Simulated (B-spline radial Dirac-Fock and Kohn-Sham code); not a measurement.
Binding energies of S⁴⁺ in different valence configurations

These are calculated numbers from a B-spline atomic structure program; the model is relaxed Dirac-Fock hole states (ΔSCF) with Breit and QED corrections and a finite nucleus. Correlation and solid-state effects are left out.

Reference: the tabulated ground configuration [Ne] 3s2, with 2p1/2 237.2 eV, 2p3/2 236.0 eV, 3s 70.80 eV.

Shifts from the reference in eV.

```
configuration  average energy  2p1/2  2p3/2     3s
 [Ne] 3s1 3p1          +10.82  +0.79  +0.80  +2.37
```
